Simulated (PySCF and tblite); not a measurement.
C4H2BrNO3, numbered as in [O:1]=[CH:2][O:3][c:4]1[o:5][n:6][cH:7][c:8]1[Br:9].

The ensemble was built from 90 distance-geometry starts (ETKDG, MMFF94s, GFN2-xTB) and rests on GFN2-xTB geometries. Free energies are PBE0-D3(BJ)/pcSseg-1 single points with GFN2-xTB rigid-rotor and vibrational terms (modes under about 100 cm⁻¹ blended into free rotors). Symmetry numbers and mirror images are counted. Conformers within 2.5 kcal/mol (GFN2-xTB free energy) were kept, 4 at most. GIAO shieldings: PBE0/pcSseg-1. Shifts are against TMS (¹H), TMS (¹³C), NH3 (¹⁵N) at the same level. (PySCF 2.14, tblite 0.8.)

Problem. What shifts does this protocol give at 298.15 K under fast conformational exchange?

Solution. ¹H: 8.31 (H7, 1H), 8.02 (H2, 1H) ppm. ¹³C: 174.3 (C4), 157.7 (C2), 157.3 (C7), 107.1 (C8) ppm. ¹⁵N: 402.1 (N6) ppm.

Problem. How do the conformers differ?

Solution. Torsions listed: O1–C2–O3–C4, C2–O3–C4–O5. Of a mirror pair one member is shown.
```tsv
conformer	shape	weight %
1	-2°, 130°	96.4
2	0°, 0°	3.6
```

| signal | 1 | 2 | average |
| --- | --- | --- | --- |
| H2 | 8.01 | 8.18 | 8.02 |
| H7 | 8.31 | 8.26 | 8.31 |
| C2 | 157.7 | 156.0 | 157.7 |
| C4 | 174.2 | 175.6 | 174.3 |
| C7 | 157.3 | 155.7 | 157.3 |
| C8 | 107.4 | 98.3 | 107.1 |
| N6 | 402.2 | 399.6 | 402.1 |

Problem. Which signal moves most, for its nucleus, between 250 and 350 K through the change of populations alone?

Solution. C8: 107.2 ppm at 250 K, 107.1 ppm at 298.15 K, 106.9 ppm at 350 K.

Spin–orbit effects of the heavy atoms on shieldings are missing. At a carbon that bears Br the missing effect is some 10 ppm, beside I tens of ppm. Unscaled ¹⁵N shifts at such levels can be off by tens of ppm; differences between conformers or isomers are more reliable. Shifts are unscaled: against experiment ¹³C can be off by 15 ppm or more and ¹H by 0.8 ppm.


¹⁵N shifts are against a computed isolated NH3 molecule, about 20 ppm from the liquid.

Conformer gaps in pcSseg-1 on xTB geometries can be 2 kcal/mol off for S=O, P=O and other polar bonds.